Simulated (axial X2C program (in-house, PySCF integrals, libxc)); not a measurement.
**Low determinants of TaN⁺ at the PBE0 level, 2c**

Computed with an in-house relativistic program for diatomic molecules. Two-component (2c) means X2C with spin–orbit coupling and atomic mean-field two-electron Coulomb and Gaunt terms. Basis: Ta dyall-cv3z [13s14p9d7f4g], N dyall-av3z [7s7p3d2f] (cores contracted in-house); Gaussian nuclei, density fitting, unrestricted open shells. Masses: Ta 180.948 u, N 14.003 u.

Search at 1.642 Å (vertical energies from the lowest determinant):

```json
{"ΔE (eV)": "0.00", "state": "Ω = 1/2", "electrons beyond evenly filled partner blocks": "ω = 1/2", "electrons in ±ω = 1/2, 3/2, 5/2, 7/2": "47 22 8 2"}
{"ΔE (eV)": "0.04", "state": "Ω = 3/2", "electrons beyond evenly filled partner blocks": "ω = 3/2", "electrons in ±ω = 1/2, 3/2, 5/2, 7/2": "46 23 8 2"}
{"ΔE (eV)": "0.50", "state": "Ω = 5/2", "electrons beyond evenly filled partner blocks": "ω = 5/2", "electrons in ±ω = 1/2, 3/2, 5/2, 7/2": "46 22 9 2"}
{"ΔE (eV)": "1.21", "state": "Ω = 1/2", "electrons beyond evenly filled partner blocks": "2 × ω = -1/2, ω = 3/2", "electrons in ±ω = 1/2, 3/2, 5/2, 7/2": "46 23 8 2"}
{"ΔE (eV)": "1.68", "state": "Ω = 7/2", "electrons beyond evenly filled partner blocks": "2 × ω = 1/2, ω = 5/2", "electrons in ±ω = 1/2, 3/2, 5/2, 7/2": "46 22 9 2"}
{"ΔE (eV)": "1.97", "state": "Ω = 5/2", "electrons beyond evenly filled partner blocks": "2 × ω = 1/2, ω = 3/2", "electrons in ±ω = 1/2, 3/2, 5/2, 7/2": "46 23 8 2"}
{"ΔE (eV)": "2.01", "state": "Ω = 5/2", "electrons beyond evenly filled partner blocks": "ω = -1/2, 2 × ω = 3/2", "electrons in ±ω = 1/2, 3/2, 5/2, 7/2": "47 22 8 2"}
```

Lowest determinant, Ω = 1/2 (⟨Sz⟩ = 0.50, ⟨Lz⟩ = 0.00 at PBE0): Re = 1.639 Å, ωe = 1162.8 cm⁻¹.

The determinant in row 2 of the search, Ω = 3/2 (⟨Sz⟩ = -0.50, ⟨Lz⟩ = 2.00 at PBE0), was followed along the bond at PBE0; measured from the minimum of the lowest determinant it gives:

Te = 0.042 eV (340 cm⁻¹), Re = 1.636 Å, ωe = 1146.1 cm⁻¹.

Compare the bond of the determinant in row 2 with that of the lowest one.

At PBE0 its Re is 0.003 Å shorter and its force constant, which goes as ωe², is 0.97 times that of the lowest determinant. T0 ≈ Te + Δωe/2 = 340 + (-8) = 332 cm⁻¹.

The search compares states at one distance, so a state with another bond length can lie lower; it is not exhaustive and yields mostly the lowest determinant of each block pattern, so other components and higher states of one pattern are missing. These are energies of single determinants, not of spin-adapted states; PBE0 term energies can be off by some tenths of an eV, and the functional has no current term. The lowest determinant need not be the ground state where others lie within half an eV.
